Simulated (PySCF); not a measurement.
Molecule: C4H2BrSe, net charge 0, doublet state. It need not be the lowest isomer of its formula. SMILES: Brc1[c]c[se]c1
Geometry: optimised at B3LYP-D3(BJ)/def2-TZVP (Ansatz).

Dispersion corrections to the total energy (kcal/mol) from the dftd3 and dftd4 libraries through PySCF: D3(BJ) without and D4 with the three-body term, each with the damping fitted for the functional named.

```csv
functional,D3(BJ),D4
BP86,-11.58,-9.53
CAM-B3LYP,-5.71,-6.00
B2PLYP,[?],-4.80
BHLYP,[?],-9.07
r2SCAN,-1.77,[?]
PBE,-6.43,-6.88
revPBE,-15.81,-20.03
```

Q: Complete the blanks.

A: 
- B2PLYP, D3(BJ): -5.98
- BHLYP, D3(BJ): -10.04
- r2SCAN, D4: -1.58
